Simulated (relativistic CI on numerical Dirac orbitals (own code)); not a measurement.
**One change at a time: Nb XXVII**

Base calculation: Dirac-Coulomb-Breit CI, KLI orbitals optimised for each configuration, model QED (radiative potential, 1s self-energy scaled to tabulated hydrogen-like ionisation energies), unscaled Slater integrals.

CI space (outside the closed core [Ne]): 3s2 3p3, 3s 3p4, 3s2 3p2 3d, 3p5, 3s 3p3 3d, 3p4 3d, 3s 3p2 3d2, 3s2 3p 3d 4p, 3p4 4s, 3s2 3p2 4s, 3s 3p2 3d 4s, 3p4 4p, 3s2 3p 3d2, 3s2 3d3, 3s 3p 3d3, 3s2 3d2 4s, 3p3 3d2, 3p2 3d3, 3p2 3d2 4s, 3s2 3p 3d 4s, 3s 3p 3d2 4s, 3s2 3d 4s2, 3s 3p2 3d 4p, 3s 3p 3d2 4p, 3p2 3d2 4p, 3s 3p 3d 4s 4p. Double excitations out of closed p, d and f shells are left out; levels of such configurations are missing from the list, as are those of other unlisted configurations, and high levels can miss mixing partners.

Variants: (1) P86 correlation estimate; (2) one mean potential for all configurations. Shifts of the energy above 3s2 3p3 4S°_3/2, in cm⁻¹, for the lowest level and the first level of each name with at least 55 % of one term (blank where a level changes its place among those of its configuration and J or its character, or is not in the variant):

| Level | Base | Δ(1) | Δ(2) |
| --- | --- | --- | --- |
| 3s2 3p3 4S°_3/2 | 0 | 0 | 0 |
| 3s2 3p3 2D°_5/2 | 182246 | +4 | +27 |
| 3s2 3p3 2P°_1/2 | 238230 | +19 | -6 |
| 3s2 3p3 2P°_3/2 | 373168 | +27 | +62 |
| 3s 3p4 4P_5/2 | 680122 | +1728 | +300 |
| 3s 3p4 4P_1/2 | 782122 | +1732 | +313 |
| 3s2 3p2 3d 2F_5/2 | 986111 | +1711 | -107 |
| 3s2 3p2 3d 4F_7/2 | 1010381 | +1707 | -119 |
| 3s2 3p2 3d 4D_3/2 | 1045641 | +1727 | +4 |
| 3s2 3p2 3d 4F_9/2 | 1058728 | +1708 | -123 |
| 3s2 3p2 3d 2G_7/2 | 1138696 | +1714 | -110 |
| 3s2 3p2 3d 2D_3/2 | 1201657 | +1727 | -115 |
| 3s2 3p2 3d 2D_5/2 | 1229176 | +1722 | -125 |
| 3s2 3p2 3d 2G_9/2 | 1232882 | +1717 | -112 |
| 3s 3p3 3d 6D°_1/2 | 1477145 | +3297 | +258 |
| 3s 3p3 3d 6D°_3/2 | 1479049 | +3296 | +254 |
| 3s 3p3 3d 6D°_5/2 | 1479760 | +3294 | +248 |
| 3s 3p3 3d 6D°_7/2 | 1485709 | +3295 | +236 |
| 3s 3p3 3d 6D°_9/2 | 1508585 | +3298 | +208 |
| 3s 3p3 3d 4D°_3/2 | 1638003 | +3277 | +293 |
| 3s 3p3 3d 4D°_1/2 | 1639919 | +3279 | +272 |

At this charge energies of transitions that change n are usually good to better than 1 %, and those within a shell (Δn = 0) to a few per cent.

Ionisation energy from the two ground configurations alone: base 1355.15 eV; P86 correlation estimate 1356.8 eV. The NIST ASD value (semi-empirical) is 1368 eV.

LS names give the leading component of a level, which can be under half, so a name can repeat, a term be missing and a line seem to break the LS rules.
